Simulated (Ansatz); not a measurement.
`[OH][Zr]([OH])([OH])[Cl]` + `Cc1ccccc1` → `[OH][Zr]([OH])([Cl])[c]1ccccc1` + CH₃OH  (formal exchange of groups at a Zr–O bond)

Gas-phase electronic energies from Ansatz, PBE0-D4/def2-TZVP geometries. CCSD(T)/CBS adds triple-zeta CCSD(T) − MP2 to the extrapolated MP2 energy (def2 sets, frozen cores). This one scheme is used for every species. DFT in def2-TZVPP. Elements past krypton have def2 core potentials. For Zr outer-core shells are correlated without core-valence functions, which leaves a few kJ/mol of doubt a bond. One conformer a species, not always the lowest.

`[OH][Zr]([OH])([OH])[Cl]`:

Cartesian coordinates in Å:
```
O -1.771 0.396 -0.263
Zr -0.027 -0.197 0.251
O 0.795 -1.140 -1.196
O 1.051 1.300 0.751
Cl -0.227 -1.663 2.116
H -2.548 0.908 -0.460
H 0.993 -1.564 -2.025
H 1.734 1.960 0.827
```

`Cc1ccccc1`:

Z-matrix (Å, degrees):
```
C
C 1 1.499
H 1 1.092 2 111.4
H 1 1.091 2 111.4 3 120.9
H 1 1.095 2 110.9 3 -119.5
C 2 1.392 1 120.9 3 -148.5
C 2 1.392 1 120.9 3 32.6
C 6 1.387 2 121.0 1 -178.6
H 6 1.085 2 119.3 1 1.6
C 7 1.386 2 121.0 1 178.6
H 7 1.085 2 119.3 1 -1.6
C 8 1.387 6 120.2 2 -0.1
H 8 1.084 6 119.8 2 -179.9
H 10 1.084 7 119.8 2 179.9
H 12 1.084 8 120.3 6 -179.8
```

`[OH][Zr]([OH])([Cl])[c]1ccccc1`:

```xyz
17

O     1.496    0.964   -2.799
Zr   -0.279    0.760   -2.127
O    -1.249    2.393   -1.929
Cl   -1.506   -0.827   -3.393
C    -0.046   -0.039   -0.081
C     1.036   -0.860    0.260
C     1.144   -1.430    1.520
C     0.165   -1.188    2.474
C    -0.917   -0.376    2.164
C    -1.017    0.191    0.902
H     2.267    1.251   -3.281
H    -1.595    3.271   -2.059
H     1.818   -1.060   -0.468
H     1.991   -2.063    1.762
H     0.246   -1.631    3.460
H    -1.682   -0.184    2.909
H    -1.871    0.827    0.685
```

CH₃OH:

Cartesian coordinates in Å:
```
C -0.334 -0.106 -0.065
O 0.823 0.688 -0.195
H -1.081 0.304 -0.745
H -0.748 -0.079 0.951
H -0.156 -1.152 -0.344
H 1.495 0.346 0.398
```

```
             level  ΔE (kcal/mol)  difference from CCSD(T)/CBS
       LDA (SPW92)           57.4                          2.6
            B97M-V           56.2                          1.4
           PBE0-D4           54.4                         -0.4
        r2SCAN0-D4           56.1                          1.3
          BHLYP-D4           55.2                          0.4
           ωB97X-V           56.1                          1.3
            revPBE           53.3                         -1.5
              PBE0           55.3                          0.5
           r2SCAN0           56.6                          1.8
         CAM-B3LYP           58.0                          3.2
       HF/def2-SVP           57.6                          2.8
      MP2/def2-SVP           56.4                          1.6
  CCSD(T)/def2-SVP           54.6                         -0.2
CCSD(T)/def2-TZVPP           53.6                         -1.2
      HF/CBS(def2)           56.8                          2.0
     MP2/CBS(def2)           56.2                          1.4
       CCSD(T)/CBS           54.8                            0
```

Largest T1 diagnostic among the species: 0.016.

In def2-TZVPP, CCSD(T) changes the Hartree–Fock value by −3.0 kcal/mol (the triples alone add −0.8 kcal/mol) and MP2 by −1.6 kcal/mol. From PBE to PBE0 (25 % exact exchange), in def2-TZVPP and without D4, ΔE moves by +1.0 kcal/mol. Leaving LDA and LC-ωPBE aside and taking each functional with its dispersion term where it has one, the values, not all of them listed here, spread over 3.9 kcal/mol, from revPBE-D4 to CAM-B3LYP-D4. LDA lies +3.0 kcal/mol from PBE without D4.
